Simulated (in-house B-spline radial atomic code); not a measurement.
RPA and G0W0 for the potassium ion K⁺, [Ne] 3s2 3p6, as one setting changes: the highest l of the empty states. Start: PBE0. A dash marks a level of low quasi-particle weight. Computed with an all-electron radial atomic-structure program (B-spline basis): all electrons, scalar-relativistic (spin-free one-electron X2C), finite nucleus, each spin shell either full or empty, empty states to the listed l with an (l + 1/2)⁻⁴ tail; G0W0 by contour deformation at full frequency.

| highest l of the empty states | RPA summed (Eh) | RPA extrapolated (Eh) | G0W0 level (eV) |
| --- | --- | --- | --- |
| 3 | -0.9581 | -1.0875 | 3p -31.46 |
| 4 | -1.033 | -1.1133 | 3p -31.73 |
| 5 | -1.0628 | -1.1043 | 3p -31.71 |
| 6 | -1.0768 | -1.101 | 3p -31.70 |
| 7 | ? | ? | ? |
| 8 | -1.0886 | -1.0988 | 3p -31.70 |
| 9 | -1.0912 | -1.0983 | 3p -31.69 |
| 10 | ? | ? | ? |
| 11 | -1.0941 | -1.0979 | 3p -31.69 |

(1) What belongs in the row for 10?

(2) What belongs in the row for 7?

Answers

(1) RPA summed (Eh): -1.0929; RPA extrapolated (Eh): -1.0981; G0W0 level (eV): 3p -31.69.

(2) RPA summed (Eh): -1.0843; RPA extrapolated (Eh): -1.0995; G0W0 level (eV): 3p -31.70.
